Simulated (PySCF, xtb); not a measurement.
C4H5BO, SMILES C1B(C#C)CO1.

Harmonic wavenumbers (cm⁻¹) from GFN2-xTB (xtb 6.7.1) at its own minimum, in rising order: 105, 134, 228, 336, 398, 507, 534, 657, 688, 810, 817, 986, 999, 1050, 1085, 1119, 1186, 1201, 1286, 1421, 1430, 2185, 2893, 2894, 2923, 2924, 3361.

Task: What does PySCF with r2SCAN-D4/def2-SVP give at its own minimum? (Estimate from the structure and the level; the computed values follow.)

Result: 104, 147, 196, 363, 454, 478, 504, 645, 771, 786, 877, 940, 975, 1049, 1125, 1158, 1174, 1216, 1331, 1392, 1426, 2137, 2983, 2998, 3033, 3037, 3460. Paired by order, the mean absolute difference is 44 cm⁻¹ and the zero-point energies are 48.8 and 49.7 kcal/mol.
